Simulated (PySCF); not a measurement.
C5H8O2.
SMILES with atom numbers: `[CH3:1][CH2:2][C:3](=[C:4]=[O:5])[O:6][CH3:7]` (hydrogens: H8, H9, H10 on C1; H11, H12 on C2; H13, H14, H15 on C7)

Computed geometry: GFN2-xTB, gas phase.

(1) Give the optimised bond lengths and angles.

Answers

(1) 
```
                  bond  length (pm)
                 C1–C2        152.7
                 C2–C3        151.2
                 C3=C4        130.1
                 C4=O5        117.5
                 C3–O6        138.8
                 O6–C7        140.3
  C1–H8, C1–H9, C1–H10        108.7
        C2–H11, C2–H12        109.1
C7–H13, C7–H14, C7–H15        109.4
```

Bonds in one row agree within 1 pm and their mean is given. A selection of angles:
```
     angle  degrees
  C2–C1–H8    110.5
  C2–C1–H9    110.1
  H8–C1–H9    108.7
  C1–C2–C3    111.5
 C1–C2–H11    109.7
 C3–C2–H11    106.9
 C3–C2–H12    109.5
H11–C2–H12    108.9
  C2–C3–C4    120.4
  C2–C3–O6    114.2
  C4–C3–O6    125.3
  C3–C4–O5    175.1
  C3–O6–C7    114.7
 O6–C7–H13    106.3
 O6–C7–H14    111.4
H13–C7–H14    109.6
```

Torsions: C1–C2–C3–C4 97° (anticlinal); C2–C3–O6–C7 179° (antiperiplanar). The mirror-image conformer, all signs reversed, is as good.

Of the pairs four or more bonds apart, C4···H14 is among the closest relative to their van der Waals radii: 2.71 Å, 94 % of the sum of Bondi's values. The C–O distances run from 1.175 Å (C4=O5, drawn double) to 1.403 Å (O6–C7, drawn single), a spread of 0.228 Å. The 3 C–C bonds span 1.301 Å (C3=C4, drawn double) to 1.527 Å (C1–C2, drawn single), a spread of 0.226 Å.

Point group: C1 (no symmetry element, even within 0.4 Å). No GFN2-xTB frequencies stand behind this structure, so it isn't proved a minimum. The numbers are those of one conformer.
